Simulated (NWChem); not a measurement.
System: ZnH2O; SMILES [ZnH][OH]

### Question
Give the equilibrium geometry at PBE-D3(BJ)/def2-SVP (NWChem) as a Z-matrix, with the point group.

### Answer
point group Cs; any orientation.
```
Zn
O 1 1.7830
H 2 0.9742 1 113.58
H 1 1.5199 3 162.36 2 180.00
```
